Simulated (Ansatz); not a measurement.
Coupled-cluster diagnostics for Nb₃S₄⁺, Ansatz.

Geometry of the singlet (B3LYP-D4/def2-SVP):

```xyz
7

Nb   -0.904    0.389   -0.534
Nb    0.153    1.388    1.414
Nb    1.039   -1.047    0.067
S     0.360   -0.982   -2.325
S    -0.895   -2.145   -1.048
S     1.983   -0.027    1.923
S    -1.736    2.423    0.503
```

In the def2 sets Nb takes a core potential; there is no spin–orbit coupling. Correlated methods freeze 20 core orbitals; core or outer-core shells of Nb are correlated, in sets that lack core-valence functions. No other spin state of charge 1 was run. The geometry of the singlet was relaxed on an unsound state (restricted singlet, unstable towards broken spin symmetry at other levels and untested here). Another isomer (singlet) lies 2.88 eV lower at PBE0-D4/def2-TZVP; other spin states weren't run for this one.

Question: Estimate the CCSD(T) correlation energy, the shares of MP2 and (T), T1 and the reference's ⟨S²⟩ for: charge 1, singlet, own geometry in def2-SVP; and the rough time on 4 threads of Arm Neoverse V2 on a shared host.

Answer: 
| state | basis | correlation (eV) | MP2 share (%) | (T) share (%) | T1 | ⟨S²⟩ (pure) | wall time | remarks |
| --- | --- | --- | --- | --- | --- | --- | --- | --- |
| charge 1, singlet, own geometry | def2-SVP | -44.190 | 96.9 | 8.0 | 0.080 | 0.00 (0.00) | 4.6 min | large T1 (0.080), restricted SCF unstable |
Customary marks for T1 are 0.02 (closed shells), 0.045 (open shells) and about 0.05 (3d metals). T1 exceeds 0.02 in 1 of 1 rows and 0.045 in 1; the higher it lies, the less the single-reference result can be trusted.
